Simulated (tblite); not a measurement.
C3H11AsSi.
Bonds: C1–C2, C2–Si3, Si3–As4, As4–C5. Hydrogens: H6, H7, H8 on C1; H9, H10 on C2; H11, H12 on Si3; H13 on As4; H14, H15, H16 on C5.

Computed with GFN2-xTB (tblite), gas phase: L-BFGS steps from a force-field or distance-geometry start until the largest atomic force falls under 0.01 eV/Å.

Step 6: E = -438.5371 eV
```
atom  x, y, z in Å  |  force x, y, z in eV/Å
C1     -1.9946   -0.9800   -0.4492   -0.029  -0.051   0.025
C2     -1.3079    0.3642   -0.6428   -0.056  -0.038  -0.061
Si3    -0.2836    0.8605    0.8905   -0.058   0.016   0.004
As4     1.3918   -0.7101    1.2610   -0.021   0.005  -0.042
C5      2.4082   -0.1676   -0.3417    0.096   0.022  -0.117
H6     -2.6580   -0.9464    0.4133   -0.011  -0.003  -0.012
H7     -2.5870   -1.2597   -1.3220    0.055   0.029   0.040
H8     -1.2553   -1.7648   -0.2745    0.021  -0.009   0.001
H9     -0.6709    0.3097   -1.5277    0.053   0.014   0.003
H10    -2.0616    1.1196   -0.8612   -0.017   0.045   0.045
H11    -1.2073    0.9495    2.0330    0.000   0.071  -0.005
H12     0.2787    2.1985    0.6175   -0.079   0.034   0.038
H13     2.1267    0.2409    2.1670   -0.018  -0.050   0.058
H14     1.8868   -0.4865   -1.2461    0.016  -0.038   0.057
H15     3.3937   -0.6339   -0.3449    0.020   0.012  -0.022
H16     2.5326    0.9149   -0.3836    0.029  -0.058  -0.011
```

Step 7: E = -438.5389 eV
```
atom  x, y, z in Å  |  force x, y, z in eV/Å
C1     -1.9953   -0.9815   -0.4487    0.013  -0.018   0.020
C2     -1.3081    0.3648   -0.6428   -0.059  -0.060  -0.038
Si3    -0.2834    0.8618    0.8932   -0.084   0.008  -0.039
As4     1.3907   -0.7139    1.2589    0.018   0.076  -0.032
C5      2.4118   -0.1679   -0.3425    0.071   0.002  -0.084
H6     -2.6593   -0.9468    0.4138    0.003  -0.010  -0.027
H7     -2.5865   -1.2613   -1.3223    0.055   0.030   0.047
H8     -1.2541   -1.7663   -0.2744   -0.010   0.020   0.001
H9     -0.6714    0.3114   -1.5285    0.049   0.006   0.021
H10    -2.0615    1.1208   -0.8618   -0.015   0.030   0.056
H11    -1.2097    0.9543    2.0345    0.014   0.061  -0.015
H12     0.2738    2.2026    0.6190   -0.073   0.017   0.042
H13     2.1250    0.2388    2.1696   -0.036  -0.084   0.035
H14     1.8881   -0.4881   -1.2440    0.007  -0.046   0.020
H15     3.3973   -0.6337   -0.3483    0.017   0.008  -0.009
H16     2.5350    0.9140   -0.3871    0.028  -0.041   0.002
```

Step 8: E = -438.5412 eV
```
atom  x, y, z in Å  |  force x, y, z in eV/Å
C1     -1.9958   -0.9836   -0.4476    0.054   0.027   0.008
C2     -1.3095    0.3645   -0.6434   -0.037  -0.048   0.002
Si3    -0.2848    0.8635    0.8955   -0.089  -0.002  -0.082
As4     1.3898   -0.7170    1.2554    0.050   0.137  -0.027
C5      2.4174   -0.1683   -0.3450    0.022  -0.024  -0.017
H6     -2.6610   -0.9475    0.4140    0.016  -0.018  -0.032
H7     -2.5849   -1.2626   -1.3220    0.036   0.017   0.033
H8     -1.2527   -1.7678   -0.2742   -0.033   0.042   0.008
H9     -0.6711    0.3134   -1.5291    0.029  -0.005   0.043
H10    -2.0618    1.1228   -0.8613   -0.011  -0.001   0.056
H11    -1.2124    0.9615    2.0361    0.023   0.046  -0.021
H12     0.2661    2.2079    0.6217   -0.066  -0.001   0.041
H13     2.1223    0.2344    2.1737   -0.048  -0.108   0.011
H14     1.8897   -0.4912   -1.2412   -0.003  -0.053  -0.034
H15     3.4025   -0.6335   -0.3527    0.027  -0.004   0.002
H16     2.5386    0.9124   -0.3914    0.029  -0.004   0.006
```

Step 9: E = -438.5435 eV
```
atom  x, y, z in Å  |  force x, y, z in eV/Å
C1     -1.9957   -0.9854   -0.4464    0.070   0.060  -0.008
C2     -1.3115    0.3636   -0.6442   -0.001  -0.010   0.040
Si3    -0.2881    0.8653    0.8964   -0.065  -0.005  -0.096
As4     1.3895   -0.7178    1.2509    0.050   0.155  -0.028
C5      2.4238   -0.1692   -0.3479   -0.026  -0.039   0.040
H6     -2.6625   -0.9485    0.4138    0.023  -0.022  -0.025
H7     -2.5825   -1.2637   -1.3210    0.009  -0.003   0.004
H8     -1.2515   -1.7688   -0.2737   -0.036   0.048   0.018
H9     -0.6701    0.3156   -1.5288    0.002  -0.016   0.058
H10    -2.0623    1.1249   -0.8597   -0.011  -0.035   0.046
H11    -1.2148    0.9702    2.0374    0.026   0.027  -0.024
H12     0.2565    2.2136    0.6254   -0.058  -0.015   0.035
H13     2.1185    0.2277    2.1785   -0.044  -0.105   0.000
H14     1.8913   -0.4957   -1.2389   -0.001  -0.051  -0.075
H15     3.4087   -0.6334   -0.3574    0.031  -0.017   0.013
H16     2.5431    0.9105   -0.3959    0.030   0.027   0.002
```

Question: Estimate the geometry and energy of step 10. (The exact step hangs on the optimiser's Hessian estimate; all steps are aligned on step 9, rigid shifts and turns removed.)

Answer: E = -438.5459 eV, largest force 0.122 eV/Å
```
atom  x, y, z in Å  |  force x, y, z in eV/Å
C1     -1.9948   -0.9864   -0.4452    0.053   0.068  -0.023
C2     -1.3137    0.3627   -0.6446    0.032   0.036   0.063
Si3    -0.2929    0.8673    0.8956   -0.014   0.000  -0.069
As4     1.3898   -0.7158    1.2455    0.014   0.118  -0.029
C5      2.4304   -0.1707   -0.3509   -0.052  -0.033   0.060
H6     -2.6636   -0.9502    0.4129    0.024  -0.020  -0.011
H7     -2.5795   -1.2648   -1.3198   -0.016  -0.020  -0.028
H8     -1.2507   -1.7692   -0.2727   -0.020   0.040   0.029
H9     -0.6690    0.3175   -1.5273   -0.022  -0.022   0.057
H10    -2.0632    1.1265   -0.8568   -0.018  -0.059   0.026
H11    -1.2168    0.9803    2.0383    0.025   0.004  -0.025
H12     0.2448    2.2195    0.6302   -0.046  -0.018   0.021
H13     2.1137    0.2185    2.1839   -0.022  -0.070   0.002
H14     1.8933   -0.5015   -1.2376    0.016  -0.037  -0.088
H15     3.4159   -0.6336   -0.3621    0.017  -0.025   0.024
H16     2.5486    0.9088   -0.4007    0.028   0.037  -0.009
```

The energy changes by -0.0024 eV. The first-order estimate −F·Δx gives -0.0034 eV and the mean of the old and new forces, exact on a quadratic surface, -0.0024 eV. The step makes an angle of 67° with the force vector and moves no atom by more than 0.014 Å.

The cost below is that of the whole relaxation. On an Arm Neoverse V1 with one thread, no GPU, shared host with 32 logical CPUs at a one-minute load of 6.2, this took 0.53 s of wall time.
